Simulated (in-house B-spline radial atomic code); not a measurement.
Binding energies in Si⁷⁺

NIST's tabulated ground configuration is [He] 2s2 2p3; each binding energy is the energy of the ion with one electron taken from that subshell, relaxed, less that of the parent. Level of theory: Dirac-Hartree-Fock, average of configuration, Fermi nucleus of rms radius 3.1224 fm; calculated with an all-electron radial atomic-structure program (B-spline basis). Energies include first-order Breit, QED and recoil terms.

| subshell | X-ray name | binding energy (eV) | -ε (eV) | relaxation (eV) |
| --- | --- | --- | --- | --- |
| 1s | K | 2083.4 | 2097.5 | 12.6 |
| 2s | L1 | 334.7 | 336.1 | 1.3 |
| 2p | L2,3 | 298 | 299.7 | 1.6 |

Relaxation = -ε minus the binding energy without Breit, QED and recoil terms.

(1) What does it cost to remove both a 1s and a 2p electron?

(2) What does it cost to remove both a 2s and a 2p electron?

(3) What does it cost to remove two 2p electrons?

Answers

(1) 2448.4 eV, which is 66.94 eV more than the two single binding energies together.

(2) 676.13 eV, which is 43.42 eV more than the two single binding energies together.

(3) 646.17 eV, which is 50.14 eV more than the two single binding energies together.
